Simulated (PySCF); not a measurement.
C5H3Br, SMILES C#CC=C=CBr. Atoms are numbered in the order given.

```xyz
9

C      3.8926    -0.8738     0.9992
C      2.9959    -0.0747     0.7531
C      1.9861     0.8823     0.4548
C      0.6783     0.6740     0.5964
C     -0.6103     0.4812     0.7235
Br    -1.6993    -0.2147    -0.6887
H      4.6749    -1.5871     1.2182
H      2.3249     1.8707     0.0826
H     -1.1810     0.6954     1.6410
```
Charge 0, spin multiplicity 1.

The structure is a stationary point at PBE-D3(BJ)/def2-SVP. The structure was generated by enumeration, and PubChem lists no compound with its InChIKey, so it may never have been made.

Method: PySCF 2.14.0 with PBE-D3(BJ)/def2-SVP.

Frequencies are harmonic and unscaled.

Give all harmonic wavenumbers and intensities. (Estimate from the structure and the level; the computed values follow.)


| mode | ν (cm⁻¹) | IR (km/mol) | moving atoms (share of kinetic energy) |
|---|---|---|---|
| 1 | 69 | 0.3 | C 70 %, Br 22 % |
| 2 | 140 | 1.6 | C 74 %, H 20 % |
| 3 | 187 | 1.0 | C 76 %, H 15 %, Br 9 % |
| 4 | 323 | 1.6 | C 82 %, H 17 % |
| 5 | 391 | 9.7 | C 82 %, Br 14 % |
| 6 | 448 | 8.2 | C 76 %, H 21 % |
| 7 | 580 | 7.8 | C 94 % |
| 8 | 627 | 35.7 | H 77 %, C 23 % |
| 9 | 650 | 32.0 | C 70 %, H 26 % |
| 10 | 654 | 65.6 | H 65 %, C 33 % |
| 11 | 713 | 19.0 | H 56 %, C 44 % |
| 12 | 828 | 19.2 | H 77 %, C 23 % |
| 13 | 943 | 19.7 | C 89 %, H 11 % |
| 14 | 1084 | 6.0 | H 78 %, C 22 % |
| 15 | 1159 | 44.9 | H 80 %, C 20 % |
| 16 | 1359 | 6.2 | C 77 %, H 23 % |
| 17 | 1992 | 25.9 | C 99 % |
| 18 | 2149 | 0.7 | C 92 %, H 8 % |
| 19 | 3031 | 0.8 | H 92 % |
| 20 | 3125 | 4.9 | H 91 %, C 9 % |
| 21 | 3406 | 91.3 | H 86 %, C 14 % |
